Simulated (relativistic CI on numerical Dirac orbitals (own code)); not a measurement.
# Hyperfine structure of Zr¹⁶⁺, mass number 91

Computed by Dirac-Coulomb-Breit CI, KLI orbitals optimised for each configuration, model QED, unscaled Slater integrals (own radial code, finite nucleus).

Configuration list (outside the closed core [Ne]): 3s²3p⁶3d⁶, 3s²3p⁵3d⁷, 3s²3p⁴3d⁸, 3s3p⁶3d⁷, 3p⁶3d⁸, 3s²3p⁶3d⁵4s, 3s3p⁵3d⁸, 3s²3p⁶3d⁵4p, 3s²3p⁶3d⁵4d, 3s²3p⁶3d⁴4s², 3s²3p⁶3d⁵4f, 3s²3p⁵3d⁶4s, 3s²3p⁴3d⁷4s, 3s²3p⁶3d⁵5s, 3s²3p⁶3d⁵5p, 3s3p⁶3d⁶4s. Levels of other configurations are missing.

Nuclear spin I = 5/2, μ = -1.3022 μN, Q = -0.176 b (tables of Stone and Pyykkö). The electronic factors are computed for point nuclear moments, without core polarisation or the Bohr-Weisskopf and QED corrections.

```json
{"Level": "3s²3p⁶3d⁶ ⁵D4", "E (cm⁻¹)": "0.0", "A (MHz)": "-1659", "B (MHz)": "-1270"}
{"Level": "3s²3p⁶3d⁶ ⁵D3", "E (cm⁻¹)": "11606.4", "A (MHz)": "-1227", "B (MHz)": "-295"}
{"Level": "3s²3p⁶3d⁶ ⁵D2", "E (cm⁻¹)": "15405.8", "A (MHz)": "-1299", "B (MHz)": "273"}
{"Level": "3s²3p⁶3d⁶ ⁵D1", "E (cm⁻¹)": "19844.7", "A (MHz)": "-1191", "B (MHz)": "425"}
{"Level": "3s²3p⁶3d⁶ ³P2", "E (cm⁻¹)": "62243.0", "A (MHz)": "-1121", "B (MHz)": "199"}
{"Level": "3s²3p⁶3d⁶ ³H6", "E (cm⁻¹)": "70609.4", "A (MHz)": "-2492", "B (MHz)": "713"}
{"Level": "3s²3p⁶3d⁶ ³H5", "E (cm⁻¹)": "71744.4", "A (MHz)": "-2347", "B (MHz)": "-218"}
{"Level": "3s²3p⁶3d⁶ ³F3", "E (cm⁻¹)": "78055.1", "A (MHz)": "-2622", "B (MHz)": "-571"}
```

Levels with J = 0, under 50 % of one LS term, or S terms without an open s electron are left out. Small factors come from cancelling terms and can be off by tens of per cent or more.

At this charge energies of transitions that change n are usually good to better than 1 %, and those within a shell (Δn = 0) to a few per cent. Terms inside the open d or f shell come out 10 to 20 % too wide with unscaled integrals.

(1) Give the hyperfine levels of 3s²3p⁶3d⁶ ⁵D4 relative to its centre of gravity.

Answers

(1) With K = F(F + 1) − I(I + 1) − J(J + 1), E = AK/2 + B[¾K(K + 1) − I(I + 1)J(J + 1)]/[2I(2I − 1)J(2J − 1)]: F = 3/2: 20120, F = 5/2: 16340, F = 7/2: 10920, F = 9/2: 3694, F = 11/2: -5507, F = 13/2: -16910 MHz.

LS names give the leading component of a level, which can be under half, so a name can repeat, a term be missing and a line seem to break the LS rules.
